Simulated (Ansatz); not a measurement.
Harmonic frequencies (cm⁻¹) at PBE0-D4/def2-TZVP from Ansatz: 136, 201, 349, 528, 577, 590, 848, 860, 923, 1009, 1171, 1330, 1435, 1727, 2227, 3155, 3209, 3238.

Which molecule is it?
A. `O[SiH2]OBF`
B. `C=C=C(N)F`
C. `C=C=C=CF`
D. `C#C/C=C/F`

C.
